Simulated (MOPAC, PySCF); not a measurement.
H₃B₂N, SMILES `B=NB`, neutral singlet in the gas phase. 

Cartesian coordinates (Å):
SMILES: N(B)=B
```xyz
6

B      1.5295    -0.0805     0.0141
N      0.2866    -0.0151     0.0025
B     -1.1090     0.0584    -0.0103
H      2.6945    -0.1418     0.0251
H     -1.7553    -0.9452    -0.0113
H     -1.6462     1.1243    -0.0201
```
Charge 0, multiplicity 1.

All levels are single points at this geometry (CAM-B3LYP-D3(BJ)/def2-TZVP); Pople sets use spherical d functions. Orbital energies aren't observables, and empty levels follow the basis.

B3LYP/3-21G in PySCF gives HOMO (eV) = -7.54.

Q: Estimate the HOMO (eV) from each of these levels: CAM-B3LYP-D3(BJ)/def2-TZVP in PySCF; PBE-D3(BJ)/def2-TZVP in PySCF; TPSSh-D3(BJ)/def2-TZVP in PySCF; B3LYP/6-311+G** in PySCF; B3LYP/6-31G* in PySCF; BP86/6-31G* in PySCF; M06-2X/6-31G* in PySCF; SVWN5/6-31G* in PySCF; HF/6-31G* in PySCF; HF/STO-3G in PySCF; PM3 in MOPAC; PM6 in MOPAC.

A: 
```csv
level,HOMO (eV)
CAM-B3LYP-D3(BJ)/def2-TZVP in PySCF,-9.18
PBE-D3(BJ)/def2-TZVP in PySCF,-6.59
TPSSh-D3(BJ)/def2-TZVP in PySCF,-7.16
B3LYP/6-311+G** in PySCF,-7.62
B3LYP/6-31G* in PySCF,-7.40
BP86/6-31G* in PySCF,-6.50
M06-2X/6-31G* in PySCF,-8.88
SVWN5/6-31G* in PySCF,-6.47
HF/6-31G* in PySCF,-10.57
HF/STO-3G in PySCF,-8.92
PM3 in MOPAC,-10.99
PM6 in MOPAC,-9.73
```
